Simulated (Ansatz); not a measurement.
**Ligand exchange through a proton shuttle**

Start structure (SiH7O2F, singlet), relaxed at PBE0-D4/def2-TZVP:

| atom | x (Å) | y (Å) | z (Å) |
| --- | --- | --- | --- |
| Si1 | -0.7141 | 0.4863 | -1.4556 |
| H2 | 0.0428 | -0.8071 | -1.3037 |
| H3 | -0.6610 | 0.8597 | -2.8865 |
| H4 | -2.1134 | 0.1886 | -1.0473 |
| O5 | -0.0258 | 1.6874 | -0.5982 |
| H6 | 0.5719 | 0.0051 | 1.8153 |
| F7 | 0.2053 | 0.8664 | 2.0235 |
| H8 | 0.8790 | -1.3639 | 0.2764 |
| O9 | 1.0853 | -1.3557 | 1.2213 |
| H10 | 0.0163 | 1.5949 | 0.3661 |
| H11 | 0.7134 | -2.1616 | 1.5889 |

The step: SiH₄O ([OH][SiH3]) + H₂O + HF → SiH₃OF ([OH][SiH2][F]) + H₂O + H₂; bonds formed: Si1–F7, H2–H8, H6–O9; bonds broken: Si1–H2, H6–F7, H8–O9. Computed with Ansatz 0.2.0 (basis: def2-TZVPP and def2-QZVPP); correlated methods freeze the cores. Extrapolation: Hartree–Fock as exp(−7.88 √X), correlation as X^−2.97. Energies below are by CCSD(T) at an estimated basis limit (MP2 extrapolated from triple and quadruple zeta, plus CCSD(T) − MP2 in triple zeta).

Problem. What are the electronic barrier and the energy of the step, from the start structure to the end structure? (An estimate is asked for; the value comes from the calculation.)

Solution. Computed: Barrier 32.87 kcal/mol; step energy -21.08 kcal/mol (downhill); reverse barrier, their difference, 53.96 kcal/mol. Barrier and step energy count from the start structure, the reverse barrier from the end structure.

The saddle point: One imaginary mode of 820i cm⁻¹.
```json
{"pair": "Si1–F7", "start (Å)": "3.62", "saddle (Å)": "1.86", "end (Å)": "1.61"}
{"pair": "H2–H8", "start (Å)": "1.87", "saddle (Å)": "1.06", "end (Å)": "0.75"}
{"pair": "H6–O9", "start (Å)": "1.57", "saddle (Å)": "1.05", "end (Å)": "0.96"}
{"pair": "Si1–H2", "start (Å)": "1.51", "saddle (Å)": "1.65", "end (Å)": "4.22"}
{"pair": "H6–F7", "start (Å)": "0.96", "saddle (Å)": "1.38", "end (Å)": "2.33"}
{"pair": "H8–O9", "start (Å)": "0.97", "saddle (Å)": "1.17", "end (Å)": "2.59"}
```

Zero-point energy (harmonic, PBE0-D4): ZPE is 48.06 kcal/mol at the start and 46.85 kcal/mol at the saddle, so the barrier goes from 32.87 to 31.66 kcal/mol.

The T1 diagnostic stays at or below 0.012.

Labels in which every atom is bracketed show which atoms are joined, not bond orders.

For scale, one of the runs: CCSD(T)/def2-TZVPP, 233 basis functions, launched by `ansatz run in.yaml --threads 4 --pin off --events-out ev --progress --plain --max-ram 9574MiB`. Time: 30 s of wall clock on 4 CPU threads of an Intel Xeon 6975P-C; the host was shared. Peak host memory: 4.7 GiB.
